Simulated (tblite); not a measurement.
Compound: C₄H₃F₄S (doublet state).
Bonds: F1–C2, C2–C3, C3–S4 (double), C3–C5, C5–C6, C6–F7, C6–F8, C6–F9. Hydrogens: H10, H11 on C2; H12 on C5.

Structure optimised with GFN2-xTB, isolated species. This method treats the open shell by occupation alone, without spin polarisation.

(1) Give the optimised bond lengths and angles.

Results:

(1) 
```csv
bond,length (Å)
F1–C2,1.363
C2–C3,1.506
C3=S4,1.717
C3–C5,1.345
C5–C6,1.495
"C6–F7, C6–F8, C6–F9",1.343
"C2–H10, C2–H11",1.096
C5–H12,1.079
```

Bonds in one row agree within 0.01 Å and their mean is given. A selection of angles:
```csv
angle,degrees
F1–C2–C3,111.8
F1–C2–H10,107.4
C3–C2–H10,110.3
H10–C2–H11,109.6
C2–C3–S4,114.6
C2–C3–C5,121.2
S4–C3–C5,124.2
C3–C5–C6,123.5
C3–C5–H12,121.2
C6–C5–H12,115.3
C5–C6–F7,111.2
C5–C6–F8,113.0
F7–C6–F8,106.5
F8–C6–F9,106.2
```

Torsions: F1–C2–C3–S4 180° (antiperiplanar); C2–C3–C5–C6 180° (antiperiplanar); C3–C5–C6–F7 180° (antiperiplanar).

C5 (carbon bonded to 2 C and H) is planar (angles 123.5°, 121.2° and 115.3°, sum 360.0°, 0.00 Å off the plane of its three neighbours). Of the pairs four or more bonds apart, F1···H12 is among the closest relative to their van der Waals radii: 2.36 Å, 89 % of the sum of Bondi's values. C3 (carbon bonded to 2 C and S) is planar (angles 124.2°, 121.2° and 114.6°, sum 360.0°, 0.00 Å off the plane of its three neighbours). The 3 C–C bonds span 1.345 Å (C3–C5, drawn single in one of several resonance forms) to 1.506 Å (C2–C3, drawn single), a spread of 0.161 Å. The C–F distances run from 1.338 Å (C6–F7, drawn single) to 1.363 Å (F1–C2, drawn single), a spread of 0.025 Å.

Point group: Cs (every atom within 0.08 Å of its image). Its GFN2-xTB frequencies are all real (lowest 30 cm⁻¹). 3 starts were optimised and ended at 0.00, 1.81 and 4.02 kcal/mol (GFN2-xTB); the lowest of these is shown.

One conformer stands for the species.

The numbers are calculated, not measured.
